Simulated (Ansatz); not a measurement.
Cost and result for the atomization energy of C$_{2}$H$_{5}$BO, SMILES `CBC=O` (9 atoms, 8 bonds).

```xyz
9

C     0.005   -1.222    0.071
B    -0.359    0.197   -0.433
C     0.252    1.490    0.221
O    -0.327    1.933    1.192
H     0.785   -1.582   -0.621
H     0.435   -1.253    1.074
H    -0.814   -1.939   -0.010
H    -1.137    0.362   -1.331
H     1.160    2.016   -0.163
```

Charge 0, multiplicity 1. Geometry: relaxed with PBE0-D4/def2-TZVP. It is one conformer, not always the lowest. Program: Ansatz. All runs use 2 threads of an AMD EPYC 7571 on a shared host. Times are those of one run each, without the atoms' runs, and a repeat can differ threefold. Electronic energies, without spin–orbit coupling; frozen cores. CCSD(T)/CBS adds CCSD(T) − MP2 in def2-TZVPP to the MP2 limit, and its time is that of the two runs behind it. T1 = 0.016. B3LYP takes the VWN-RPA correlation (the form of Gaussian; ORCA's B3LYP/G).

CCSD(T)/CBS is a level of theory with its own doubt, some kJ/mol a heavy atom from the limit and from the frozen cores, so smaller differences don't rank the functionals.

```
                             level  functions  wall time
            LDA (SPW92)/def2-TZVPP        194      3.1 s
                PBE0-D4/def2-TZVPP        194        7 s
           CAM-B3LYP-D4/def2-TZVPP        194      8.5 s
 B3LYP-D4/def2-TZVPP (with forces)        194        9 s
r2SCAN-D4/def2-TZVPP (with forces)        194       10 s
             r2SCANh-D4/def2-TZVPP        194       11 s
                  CCSD(T)/def2-SVP         81       11 s
               PBE-QIDH/def2-TZVPP        194       14 s
                 B2PLYP/def2-TZVPP        194       15 s
  ωB97M-V/def2-TZVPP (with forces)        194       29 s
                    MP2/def2-QZVPP        378       47 s
                CCSD(T)/def2-TZVPP        194    3.1 min
                 CCSD(T)/CBS(def2)          –    3.9 min
```

Problem. What atomization energy does each give, and how far from CCSD(T)/CBS? (An estimate is asked.)

Solution. Computed: 
| level | atomization (kJ/mol) | difference from CCSD(T)/CBS | per bond |
| --- | --- | --- | --- |
| LDA (SPW92)/def2-TZVPP | 4073.6 | 529.9 | 66.2 |
| PBE0-D4/def2-TZVPP | 3578.5 | 34.8 | 4.3 |
| CAM-B3LYP-D4/def2-TZVPP | 3581.8 | 38.1 | 4.8 |
| B3LYP-D4/def2-TZVPP (with forces) | 3571.0 | 27.3 | 3.4 |
| r2SCAN-D4/def2-TZVPP (with forces) | 3580.0 | 36.3 | 4.5 |
| r2SCANh-D4/def2-TZVPP | 3553.8 | 10.1 | 1.3 |
| CCSD(T)/def2-SVP | 3404.2 | -139.5 | -17.4 |
| PBE-QIDH/def2-TZVPP | 3541.7 | -2.0 | -0.2 |
| B2PLYP/def2-TZVPP | 3536.4 | -7.3 | -0.9 |
| ωB97M-V/def2-TZVPP (with forces) | 3571.4 | 27.7 | 3.5 |
| MP2/def2-QZVPP | 3579.0 | 35.3 | 4.4 |
| CCSD(T)/def2-TZVPP | 3462.8 | -80.9 | -10.1 |
| CCSD(T)/CBS(def2) | 3543.7 | 0.0 | 0.0 |

From r2SCAN to r2SCAN0 (25 % exact exchange), in def2-TZVPP and without D4, the atomization energy moves by −63.9 kJ/mol: exact exchange takes away binding that semilocal exchange gives to molecules. In def2-TZVPP, CCSD(T) changes the Hartree–Fock value by +825.8 kJ/mol (the triples alone add +52.2 kJ/mol) and MP2 by +894.3 kJ/mol; breaking electron pairs costs correlation energy, which Hartree–Fock lacks. The D4 term adds +19.1 kJ/mol with B3LYP and +10.0 kJ/mol with PBE0; it sums over pairs of atoms, weighted by their polarisabilities, and B3LYP, whose exchange is more repulsive, gets the larger term.
